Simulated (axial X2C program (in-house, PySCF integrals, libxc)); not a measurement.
## CaS: from Re and ωe to a spectrum

A bond curve at the PBE0 level, two-component, was computed with an in-house all-electron X2C program for linear molecules (integrals from PySCF) (basis Ca dyall-cv3z [11s12p6d4f], S dyall-av3z [9s8p3d2f] (cores contracted in-house)) for the state Ω = 0 (closed shell). Its fit gives Re = 2.2986 Å, ωe = 483.8 cm⁻¹, ωexe = 1.46 cm⁻¹ and αe = 7.295e-04 cm⁻¹; the masses are 39.9626 and 31.9721 u. Two-component means X2C with spin–orbit coupling and atomic mean-field Coulomb and Gaunt terms.

(1) Find the reduced mass, Be and the force constant.

(2) Where do the fundamental and the first overtone lie?

(3) Estimate De from a Morse curve and compare with the computed well depth of 3.601 eV to Ca + S.

(4) The dipole moment p changes by 4.59 D/Å at Re. What harmonic infrared intensity follows?

(5) Give B0, the J = 1←0 line in GHz and the most populated J at 300 K (kT = 208.5 cm⁻¹).

The state is a single determinant with fixed occupations, the lowest that a limited PBE0 search found. De is counted from the lowest determinant-based energies of the atoms at the same level, without counterpoise correction. The 2c atoms are single determinants rather than J levels; their spin–orbit lowering is only partly caught, and De is too large by that part. This holds for PBE0. The functionals have no current-density term, which raises determinants with orbital currents, atoms included.

## Answers

(1) From the PBE0 values: μ = 17.7618 u. Be = 16.8576/(μ Re²) = 0.1796 cm⁻¹. k = 5.8918×10⁻⁷ μ ωe² = 2.45 mdyn/Å.

(2) ν(1←0) = ωe − 2ωexe = 480.9 cm⁻¹; ν(2←0) = 2ωe − 6ωexe = 958.8 cm⁻¹.

(3) De(Morse) = ωe²/(4ωexe) = 4.969 eV against 3.601 eV computed, a ratio of 1.38. The extrapolation overshoots: the well softens faster than a Morse curve, or the lowest atomic limit lies below the one to which the curve heads.

(4) I = 42.256 × (dp/dR)²/μ = 50 km/mol.

(5) B0 = Be − αe/2 = 0.1793 cm⁻¹; 2B0 = 10.75 GHz; J(max) ≈ √(kT/2B0) − 1/2 = 23.6, so J = 24.
